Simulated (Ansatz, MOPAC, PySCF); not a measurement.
HF (SMILES F) and AsH3 (SMILES [AsH3]) are pulled apart as rigid monomers along the line of their centres of mass, from the B3LYP-D3(BJ)/def2-TZVP minimum. Starting geometry (charge 0, multiplicity 1):
```xyz
6

F      0.8330    -0.5598    -0.2549
H      0.5508    -0.3219     0.6061
As    -0.1662     0.2840     2.8096
H      0.6244    -0.0922     4.0494
H     -1.4952    -0.1715     3.3838
H     -0.3532     1.7297     3.2325
```

Interaction energies with rigid monomers; basis-set methods are counterpoise corrected unless marked otherwise.

Cores are frozen in the correlated methods. Filled d and f shells under p-block atoms count as core. Rows in 3-21G carry no dispersion term and start afresh at each structure; the Pople sets are all-electron and without relativity. The state reached by PM7 isn't checked; PM7 holds dispersion and hydrogen-bond terms.

Codes used: Ansatz (a first-principles code); MOPAC for PM7 (differences of heats of formation); PySCF for 3-21G rows. 

```csv
H2···As3 (Å),PM7 (meV),HF/aug-cc-pVDZ (meV),B3LYP/3-21G (no counterpoise) (meV),wB97M-V/def2-TZVPPD (meV),SCS-MP2/aug-cc-pVTZ (meV)
2.16,180.8,-4.2,-161.5,-141.7,-82.8
2.40,48.8,-105.5,-222.5,[?],-153.4
2.75,-25.2,-128.5,-207.6,-166.2,-148.0
3.35,-52.2,-88.4,[?],-93.4,-88.1
4.31,-33.4,-38.3,-44.7,-35.1,-34.2
```

Q: Complete the blanks.

A: 
- 2.40, wB97M-V/def2-TZVPPD (meV): -190.4
- 3.35, B3LYP/3-21G (no counterpoise) (meV): -123.0
